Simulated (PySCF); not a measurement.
Run record for `CCCC[AsH2]`: B97-2/def2-SVPD, energy threshold 1e-08 Eh, full TDDFT, 12 singlets.

Method: TDDFT B97-2/def2-SVPD, vertical, gas phase, core orbitals frozen in the response (PySCF 2.14.0, density-fitted response routines). Geometry: GFN2-xTB. The input is one job of a driver script: a line of settings, then coordinates in Å.

Command:
```bash
OMP_NUM_THREADS=1 python probes_run.py task.json out
```

Input:
```
{"job": {"kind": "uv", "xc": "B97-2", "basis": "def2-SVPD", "nstates": 12, "ntriplets": 0, "tda": false, "scf": {"conv": 1e-08}}, "charge": 0, "multiplicity": 1}
C     -2.116164     0.941771     0.327470
C     -1.192570    -0.031584    -0.394875
C      0.239291     0.055004     0.129686
C      1.174949    -0.910574    -0.583338
As     3.051781    -0.846992     0.049906
H     -2.137876     0.725991     1.393625
H     -3.130177     0.867764    -0.058297
H     -1.771647     1.964940     0.192760
H     -1.198122     0.187234    -1.465733
H     -1.563721    -1.051308    -0.264364
H      0.605315     1.078847     0.001821
H      0.240185    -0.161032     1.202955
H      1.177192    -0.704026    -1.659001
H      0.815133    -1.937998    -0.463322
H      3.116416     0.655267     0.071882
H      2.682413    -0.824360     1.507415
```

Output:
```
final grid: 117000 points
cycle   1  E = -2395.0322611023  dE = -6.038e-01  |g| = 3.627e-01  |ddm| = 5.078e+00
cycle   2  E = -2395.0172750189  dE =  1.499e-02  |g| = 4.364e-01  |ddm| = 1.140e+00
cycle   3  E = -2395.0697813347  dE = -5.251e-02  |g| = 4.225e-02  |ddm| = 5.910e-01
cycle   4  E = -2395.0702353420  dE = -4.540e-04  |g| = 2.155e-02  |ddm| = 1.110e-01
cycle   5  E = -2395.0703543075  dE = -1.190e-04  |g| = 4.567e-03  |ddm| = 3.466e-02
cycle   6  E = -2395.0703589332  dE = -4.626e-06  |g| = 1.011e-03  |ddm| = 9.108e-03
cycle   7  E = -2395.0703591848  dE = -2.517e-07  |g| = 2.529e-04  |ddm| = 2.061e-03
cycle   8  E = -2395.0703591987  dE = -1.382e-08  |g| = 3.056e-05  |ddm| = 4.033e-04
cycle   9  E = -2395.0703591989  dE = -2.183e-10  |g| = 1.620e-05  |ddm| = 9.557e-05
converged SCF energy = -2395.0703591989

Static polarisability (au): isotropic 82.893, principal 70.366 76.025 102.288

Singlet excitations
state   eV       nm        f      main configurations
  1   6.2831    197.3   0.05225   H->L 0.97
  2   6.8173    181.9   0.05659   H->L+1 0.96
  3   6.9163    179.3   0.20360   H->L+3 0.94
  4   7.2162    171.8   0.01752   H->L+2 0.95
  5   7.6000    163.1   0.01644   H->L+4 0.94
  6   8.0352    154.3   0.00181   H->L+5 0.97
  7   8.0669    153.7   0.06257   H-1->L 0.87, H->L+6 0.08
  8   8.3500    148.5   0.01906   H->L+6 0.80
  9   8.3953    147.7   0.00004   H-3->L 0.56, H-1->L+1 0.33
 10   8.4873    146.1   0.00002   H-2->L 0.87
 11   8.6632    143.1   0.01472   H->L+8 0.51, H->L+7 0.33
 12   8.7903    141.0   0.01640   H->L+7 0.55, H->L+8 0.31
```

H and L stand for HOMO and LUMO; the number after each pair is its weight.

**Question.** Give the mean polarisability as a volume in Å³, and the ratio of the largest to the smallest principal value.

**Answer.** 82.893 au × 0.148185 = 12.28 Å³; 102.288/70.366 = 1.45.

**Question.** How does the lowest singlet excitation compare with the HOMO–LUMO gap?

**Answer.** HOMO -6.85 eV and LUMO 0.35 eV give a gap of 7.20 eV; S1 at 6.28 eV lies 0.92 eV below it.

In short: SCF converged in 9 cycles with 206 basis and 820 fitting functions; HOMO -6.85 eV, LUMO 0.35 eV; lowest singlet 6.28 eV; mean polarisability 82.9 au.

 The B97-2/def2-SVPD calculation is non-relativistic and has no spin–orbit coupling, an omission that weighs most on arsenic.

Cost: about 80 s of CPU time on one thread; the machine was shared, so the figure is rough.

Shape of the structure used: `[CH3:1][CH2:2][CH2:3][CH2:4][AsH2:5]`: C1–C2–C3–C4 180°, C2–C3–C4–As5 180°, H–As5–C4–C3 -45°, H–As5–C4–C3 45°.

One conformer stands for the species.
